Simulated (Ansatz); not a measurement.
Reaction (hydrogenolysis of a Ge–O bond): `C[O][GeH]([Cl])[O]C` + H₂ → `C[O][GeH2][Cl]` + CH₃OH

Gas-phase electronic energies from Ansatz, PBE0-D4/def2-TZVP geometries. CBS: MP2 limit from def2 TZ/QZ plus the TZ coupled-cluster correction, frozen cores. This one scheme is used for every species. DFT in def2-TZVPP. For Ge outer-core shells are correlated without core-valence functions, which leaves a few kJ/mol of doubt a bond. Scalar relativity is left out up to krypton. Each species was taken in one conformer, which may not be the lowest.

```
         level  ΔE (kJ/mol)
       PBE0-D4         30.8
MP2/def2-TZVPP         47.4
```

Problem. What does CCSD(T)/CBS give? (Best estimate.)

Solution. The calculation gave: +38.7 kJ/mol. The listed levels differ from it by -7.9, 8.7 kJ/mol.

Largest T1 diagnostic among the species: 0.011.

From PBE to PBE0 (25 % exact exchange), in def2-TZVPP and without D4, ΔE moves by −3.4 kJ/mol. The D4 term adds +13.8 kJ/mol with B3LYP and +7.8 kJ/mol with PBE0; it sums over pairs of atoms, weighted by their polarisabilities, and B3LYP, whose exchange is more repulsive, gets the larger term.

B3LYP here is the variant with VWN-RPA as its local correlation; programs differ in this.
